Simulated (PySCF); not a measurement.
**What PySCF settings do for GaH2⁺**

Base input, run as `OMP_NUM_THREADS=1 python input.py` with PySCF 2.14:

```python
from pyscf import gto, scf, mp

mol = gto.M(
    atom='Ga 0 0 0; H 0 0 1.5278; H 0 0 -1.5278',
    basis='def2-tzvp',
    charge=1,
    spin=0,
    verbose=4,
)
mf = scf.RHF(mol)
mf.kernel()
mp.MP2(mf).kernel()
mf.dip_moment()
print('orbital energies (hartree):', mf.mo_energy[..., max(0, mol.nelec[1]-3):mol.nelec[0]+3].round(4))
```

Base result: E(SCF) = -1924.120046 Eh, 8 cycles, E(MP2) − E(SCF) = -0.35063 Eh. The dipole of an ion depends on the origin.

It ran on Arm Neoverse N1 (1 thread, shared host) in 2 s, peak memory 0.14 GiB.

Each row names what differs from the base; energies in brackets are changes from the base.

| change | result | wall time (s) |
| --- | --- | --- |
| initial guess: minao → hcore | E(SCF) = -1924.120046 Eh (+0.0000 eV), 10 cycles, E(MP2) − E(SCF) = -0.35063 Eh | 1.8 |
| step after the SCF: mp2 → frequency [not at a minimum] | E(SCF) = -1924.120046 Eh (+0.0000 eV), 8 cycles, wavenumbers 690, 690, 2189, 2251 cm⁻¹ | 27 |
| density fitting: none → cc-pvdz-jkfit [this fitting set is unfit for the basis or for exact exchange; a fit set errs by some meV] | E(SCF) = -1923.639138 Eh (+13.0862 eV), 8 cycles, E(MP2) − E(SCF) = -0.36906 Eh | 1.3 |
| functional: none (Hartree–Fock) → mn15l; SCF type: RHF → RKS; step after the SCF: mp2 → analyze | E(SCF) = -1925.735131 Eh, 8 cycles | 5.2 |
| geometry: coordinates × 1 → coordinates × 0.8 | E(SCF) = -1924.024748 Eh (+2.5932 eV), 8 cycles, E(MP2) − E(SCF) = -0.35849 Eh | 1.8 |
| length unit: angstrom → bohr [unsound on purpose] | E(SCF) = -1922.947172 Eh (+31.9155 eV), 8 cycles, E(MP2) − E(SCF) = -0.37564 Eh | 1.8 |
| geometry: coordinates × 1 → coordinates × 0.97 | E(SCF) = -1924.118702 Eh (+0.0366 eV), 8 cycles, E(MP2) − E(SCF) = -0.35130 Eh | 1.9 |
| frozen orbitals: 0 → 32 [unsound on purpose] | stops with AssertionError after the SCF | 1.7 |
| charge: 1 → 2; spin (2S): 0 → 1; SCF type: RHF → UHF [another spin of the ion may lie lower] | E(SCF) = -1923.432301 Eh (+18.7145 eV), 9 cycles, E(MP2) − E(SCF) = -0.31752 Eh, ⟨S²⟩ = 0.854 | 2.3 |
| frozen orbitals: 0 → 9 | E(SCF) = -1924.120046 Eh (+0.0000 eV), 8 cycles, E(MP2) − E(SCF) = -0.19857 Eh | 1.8 |
| PCM solvent, dielectric constant: none → 78.36; step after the SCF: mp2 → analyze | E(SCF) = -1924.240078 Eh (-3.2662 eV), 8 cycles | 5.2 |
| step after the SCF: mp2 → gradient | E(SCF) = -1924.120046 Eh (+0.0000 eV), 8 cycles | 4.4 |

**Question.** Order these changes by how far they move the SCF energy from the base, largest first: (1) PCM solvent, dielectric constant: none → 78.36; step after the SCF: mp2 → analyze; (2) geometry: coordinates × 1 → coordinates × 0.8; (3) geometry: coordinates × 1 → coordinates × 0.97; (4) initial guess: minao → hcore.

**Answer.** (1) -3.2662 eV, (2) +2.5932 eV, (3) +0.0366 eV, (4) +0.0000 eV.
